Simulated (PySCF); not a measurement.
# Frontier levels across methods

Species: CH9NSi3.
Z-matrix (Å and degrees, PBE0-D3(BJ)/def2-SVP geometry), rows numbered from 1:
```
N 
C   1  1.2716
Si  2  1.9082  1  127.21
Si  3  2.3470  2  109.60  1   120.60
Si  3  2.3481  2  109.23  1  -119.84
H   1  1.0280  2  110.79  3    -0.11
H   2  1.1081  1  116.31  3  -179.96
H   3  1.4999  2  107.54  1     0.18
H   4  1.4947  3  110.95  2   -60.97
H   4  1.4952  3  110.14  2   178.00
H   4  1.4958  3  108.73  2    58.88
H   5  1.4953  3  110.30  2  -179.23
H   5  1.4947  3  110.74  2    59.80
H   5  1.4958  3  108.80  2   -59.96
```

Basis pcSseg-1 throughout (PySCF), one geometry. Isolated species at its PBE0-D3(BJ)/def2-SVP geometry (one conformer only).

**Question.** How do the orbital energies, the gap and the dipole change with the method?

**Answer.** 
| method | kind | HOMO (eV) | LUMO (eV) | gap (eV) | μ (D) | SCF cycles |
| --- | --- | --- | --- | --- | --- | --- |
| BLYP | GGA | -5.68 | -1.97 | 3.71 | 1.67 | 14 |
| PBE | GGA | -5.82 | -2.15 | 3.67 | 1.66 | 14 |
| OPBE | GGA | -5.82 | -2.05 | 3.77 | 1.63 | 15 |
| B97-D | GGA | -5.83 | -2.04 | 3.79 | 1.70 | 14 |
| LDA | LDA | -5.88 | -2.37 | 3.51 | 1.77 | 15 |
| BP86 | GGA | -5.94 | -2.25 | 3.69 | 1.69 | 14 |
| KT2 | GGA | -5.98 | -2.12 | 3.86 | 1.65 | 14 |
| KT3 | GGA | -5.99 | -2.06 | 3.93 | 1.62 | 14 |
| B97-2 | global hybrid | -6.97 | -1.19 | 5.78 | 1.82 | 12 |
| B3LYP | global hybrid | -6.97 | -1.33 | 5.64 | 1.82 | 12 |
| PBE0 | global hybrid | -7.22 | -1.14 | 6.07 | 1.84 | 12 |
| mPW1PW91 | global hybrid | -7.25 | -1.15 | 6.11 | 1.86 | 12 |
| BHandHLYP | global hybrid | -8.53 | 0.01 | 8.53 | 1.98 | 12 |
| CAM-B3LYP | range-separated hybrid | -8.56 | 0.06 | 8.62 | 1.92 | 12 |
| wB97X-D | range-separated hybrid | -9.09 | 0.64 | 9.73 | 1.94 | 14 |
| LC-wPBE | range-separated hybrid | -9.91 | 1.17 | 11.07 | 2.00 | 14 |
| HF | Hartree–Fock | -10.50 | 2.64 | 13.14 | 2.11 | 11 |

The HOMO spans 4.82 eV, from BLYP down to HF, and the gap runs from 3.51 eV (LDA) to 13.14 eV (HF). Over the methods BLYP (0 %), PBE (0 %), OPBE (0 %), B97-D (0 %), LDA (0 %), BP86 (0 %), KT2 (0 %), KT3 (0 %), B97-2 (21 %), B3LYP (20 %), PBE0 (25 %), mPW1PW91 (25 %), BHandHLYP (50 %), HF (100 %), a straight line through the gap against the share of exact exchange rises by 0.94 eV for each 10 % (correlation coefficient 0.999). The dipole ranges from 1.62 D (KT3) to 2.11 D (HF). This basis has no diffuse functions.

The vertical ΔSCF ionisation energy at CAM-B3LYP/def2-SVPD is 9.32 eV; −ε(HOMO) comes closest to it with wB97X-D (9.09 eV).
